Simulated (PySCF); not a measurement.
## Spinor energies of Zn⁺ (zinc, charge +1)

Start: [Ar] 3d9 4s1 5s1; 3d3/2 filled at m_j = -3/2, -1/2, +1/2, +3/2; 3d5/2 filled at m_j = -3/2, -1/2, +1/2, +3/2, +5/2; 4s1/2 filled at m_j = +1/2; 5s1/2 filled at m_j = +1/2. Calculated with PySCF 2.14 in x2c-TZVPall-2c with one added diffuse shell each of s, p, d type (7s8p5d1f, 63 functions): generalised Hartree-Fock with the X2C-1e Hamiltonian and a Gaussian nucleus; one run each with spin-orbit coupling (SO) switched off, then screened by Boettger's factors. This is a chosen level, not necessarily the ground level.

| spinor shell | electrons | ε, spin-free (eV) | ε, screened SO (eV) | weight of nominal j (screened SO) | rms radius, screened SO (bohr) |
| --- | --- | --- | --- | --- | --- |
| 1s1/2 | 2 | -9754.1 | -9753.9 | 1.000 | 0.0580 |
| 2s1/2 | 2 | -1258.4 | -1258.3 | 1.000 | 0.244 |
| 2p1/2 | 2 | -1089.7 | -1106.4 | 0.999 | 0.217 |
| 2p3/2 | 4 | -1089.7 | -1081.5 | 1.000 | 0.220 |
| 3s1/2 | 2 | -181.63 | -181.62 | 1.000 | 0.726 |
| 3p1/2 | 2 | -128.89 | -132.39 | 0.951 | 0.761 |
| 3d3/2 | 4 | -44.581 | -45.330 | 0.819 | 0.921 |
| 3d5/2 | 5 | -44.581 | -43.993 | 0.856 | 0.928 |
| 4s1/2 | 1 | -23.954 | -23.954 | 1.000 | 2.38 |
| 5s1/2 | 1 | -7.332 | -7.332 | 1.000 | 6.18 |

**Question.** Where does 3p3/2 lie, and what is the 3p spin-orbit splitting (screened SO)?

**Answer.** At -127.17 eV, 5.218 eV above 3p1/2.

```csv
quantity,spin-free,screened SO
E (hartree),-1793.28832,-1793.34470
M_J,7/2,7/2
⟨J²⟩,15.755,15.755
⟨L²⟩,6.005,6.006
⟨S²⟩,3.750,3.752
```

Each row is a mean over spinors that exchange with the open shell spreads, by up to 8.168 eV (3p3/2).

Rows whose weight is well below 1 are mixtures of j = l ± 1/2: exchange outweighs spin-orbit coupling there, and the label is only the starting occupation.

Without spin-orbit coupling the j labels of p, d and f shells carry no meaning; the spin-free column gives the mean over the occupied spinors of each nl shell.
